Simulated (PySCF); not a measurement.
# Bonding in `NC(=S)c1ccncc1`

Compound: C₆H₆N₂S.
Atom-mapped SMILES: `[NH2:1][C:2](=[S:3])[c:4]1[cH:5][cH:6][n:7][cH:8][cH:9]1` (hydrogens: H10, H11 on N1; H12 on C5; H13 on C6; H14 on C8; H15 on C9)

Cartesian coordinates in Å at the GFN2-xTB level; atoms count from 1:
```xyz
15
C6H6N2S angstrom
N     -2.393   -0.882   -0.026
C     -1.677    0.217   -0.320
S     -2.407    1.544   -0.964
C     -0.228    0.178   -0.092
C      0.477    1.355    0.158
C      1.846    1.282    0.349
N      2.530    0.152    0.297
C      1.868   -0.963    0.047
C      0.497   -1.013   -0.149
H     -3.389   -0.854   -0.168
H     -1.993   -1.660    0.472
H     -0.047    2.297    0.200
H      2.427    2.172    0.550
H      2.467   -1.863    0.001
H      0.018   -1.954   -0.376
```

Bond orders from the PBE0/pcSseg-1 density (PySCF). The structure is a single GFN2-xTB conformer in the gas phase; no vibrational or solvent corrections.

Q: How far do the computed orders between heavy atoms stray from the drawn ones?

A: The largest departure is 0.316, at N1–C2 (drawn single, 1.316), counting aromatic bonds as 1.5. Drawn single, order above 1.12: N1–C2 (1.316). Drawn double or triple, more than 0.30 short of the drawn order: C2–S3 (1.690). The bonds drawn aromatic range from 1.36 to 1.49.

Q: Set the Mayer orders of the bonds beside their lengths.

A: 
```
  bond  drawn as  length (Å)  Mayer order
 N1–C2    single       1.344        1.316
 C2–S3    double       1.645        1.690
 C2–C4    single       1.467        0.966
 C4–C5  aromatic       1.395        1.400
 C5–C6  aromatic       1.384        1.402
 C6–N7  aromatic       1.323        1.464
 N7–C8  aromatic       1.321        1.492
 C8–C9  aromatic       1.385        1.410
 C9–C4  aromatic       1.396        1.356
N1–H10    single       1.007        0.920
N1–H11    single       1.006        0.919
C5–H12    single       1.079        0.956
C6–H13    single       1.082        0.968
C8–H14    single       1.082        0.968
C9–H15    single       1.080        0.959
```

By pair of heavy elements: C–N: lowest N1–C2 (1.316, 1.344 Å), highest N7–C8 (1.492, 1.321 Å). C–C: lowest C2–C4 (0.966, 1.467 Å), highest C8–C9 (1.410, 1.385 Å).

Q: Sum the orders of all bonds at each heavy atom with more than one neighbour and set the sums beside the valence in the SMILES.

A: N1 3.155 (drawn 3), C2 3.972 (drawn 4), C4 3.722 (drawn 4), C5 3.758 (drawn 4), C6 3.834 (drawn 4), N7 2.956 (drawn 3), C8 3.870 (drawn 4), C9 3.725 (drawn 4). Orders between atoms that aren't bonded are not in these sums.

For a closed shell the Mayer order of atoms A and B is Σ (PS)μν (PS)νμ over the basis functions μ on A and ν on B, with P the density and S the overlap matrix.
